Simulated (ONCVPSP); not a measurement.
# Before and after: ONCV potential for tungsten

ONCVPSP 4.0.1 input, shortened (lines: element, Z, core and valence counts, functional; n l f; lmax; l rc ep ncon nbas qcut; lloc lpopt rc5 dvloc0; l nproj debl; icmod fcfact rcfact), PBE, scalar-relativistic:

```
  W 74.00   10    4        4      upf
    1    0    2.00
    2    0    2.00
    2    1    6.00
    3    0    2.00
    3    1    6.00
    3    2   10.00
    4    0    2.00
    4    1    6.00
    4    2   10.00
    4    3   14.00
    5    0    2.00
    5    1    6.00
    5    2    4.50
    6    0    1.50
    3
    0    1.45    0.00    4    9    7.50
    1    1.60    0.00    4    9   10.30
    2    2.40    0.00    3    7    6.70
    3    2.15    0.03    4    7    5.30
    4    5    1.15    6.00
    0    2    3.10
    1    2    1.20
    2    2    3.80
    3    2    0.50
    3    3.25    1.30
```

In the p channel the program set the typed energies aside and used -1.553, 0.250 Ha.

Change: p: qcut 12.2.

Cutoffs: the cutoffs (Ha) at which the residual kinetic energy of the hardest occupied pseudo-wave falls to 1 and 0.1 mHa per electron; they do not see the model core or the augmentation charge, which bear on the density cutoff. Errors are all-electron minus pseudo energies relative to the spin-unpolarised reference configuration.

**Question.** Predict the effect on cutoff, ghosts and configuration errors.

**Answer.** The potential gets harder (31 Ha and 37 Ha → 38 Ha and 47 Ha); both files keep a bound ghost (f); the errors of the 4 common tests hardly move. The waves are optimised to have the least kinetic energy above qcut, so the cutoff follows it (qcut²/2 in Ha).

```tsv
quantity	base	changed
cutoff, loose	31 Ha	38 Ha
cutoff, tight	37 Ha	47 Ha
loose cutoff by channel	s 23 Ha, p 31 Ha, d 13 Ha	s 23 Ha, p 38 Ha, d 13 Ha
bound ghosts	f	f
GHOST(+) flags under 300 eV	s at 282.5 eV	s at 282.5 eV
error for 5s2 5p6 5d4 6s2, meV [ΔE -0.70 eV]	+2.0	+2.1
error for 5s2 5p6 5d4 6s1, meV [ΔE 8.19 eV]	-0.6	-0.6
error for 5s2 5p6 5d4 6s0, meV [ΔE 23.87 eV]	+0.3	+0.2
error for 5s2 5p6 5d3 6s2 6p1, meV [ΔE 3.32 eV]	+5.7	+6.2
s: phases at 1.47 bohr within 0.05 rad from the reference energy up to (Ha; the scan ends near 5)	to the end of the scan	to the end of the scan
p: phases at 1.62 bohr within 0.05 rad from the reference energy up to (Ha; the scan ends near 5)	to the end of the scan	to the end of the scan
d: phases at 2.44 bohr within 0.05 rad from the reference energy up to (Ha; the scan ends near 5)	to the end of the scan	to the end of the scan
f: phases at 2.19 bohr within 0.05 rad from the reference energy up to (Ha; the scan ends near 5)	2.5	2.5
rms error of d²Exc/dni dnj with the model core, mHa	1.64	1.63
```

 A true bound ghost makes a file unfit for plane-wave use even where its test errors are small: the radial tests pick states by their node count and pass the ghost by.
